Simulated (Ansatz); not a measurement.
`[CH3][SnH2][CH2][SiH3]` → `C[SiH](C)[SnH3]`  (isomerisation)

Isolated molecules relaxed with PBE0-D4/def2-TZVP in Ansatz; ΔE leaves out vibrations. CBS: MP2 limit from def2 TZ/QZ plus the TZ coupled-cluster correction, frozen cores. DFT in def2-TZVPP. B3LYP here is the variant with VWN-RPA as its local correlation; programs differ in this. Elements past krypton have def2 core potentials. For Sn outer-core shells are correlated without core-valence functions, which leaves a few kJ/mol of doubt a bond. Each species was taken in one conformer, which may not be the lowest.

Question: Is it downhill or uphill in electronic energy at CCSD(T)/CBS, and by how much? (An estimate is asked.)

Answer: Computed: Downhill: ΔE = -11.0 kcal/mol.

Question: What do these levels give: r2SCAN-D4, PBE0-D4, B3LYP-D4, ωB97X-V, ωB97M-V, PBE, B3LYP, MP2/def2-TZVPP, CCSD/def2-TZVPP, CCSD(T)/def2-TZVPP, HF/def2-QZVPP, SCS-MP2/def2-QZVPP? (Estimate.)

Answer: The calculation gave: r2SCAN-D4 -14.9, PBE0-D4 -15.4, B3LYP-D4 -13.9, ωB97X-V -13.1, ωB97M-V -13.2, PBE -15.7, B3LYP -14.0, MP2/def2-TZVPP -10.0, CCSD/def2-TZVPP -11.3, CCSD(T)/def2-TZVPP -10.9, HF/def2-QZVPP -12.0, SCS-MP2/def2-QZVPP -9.6 kcal/mol.

Largest T1 diagnostic among the species: 0.012.

In def2-TZVPP, CCSD(T) changes the Hartree–Fock value by +1.3 kcal/mol (the triples alone add +0.3 kcal/mol) and MP2 by +2.3 kcal/mol.
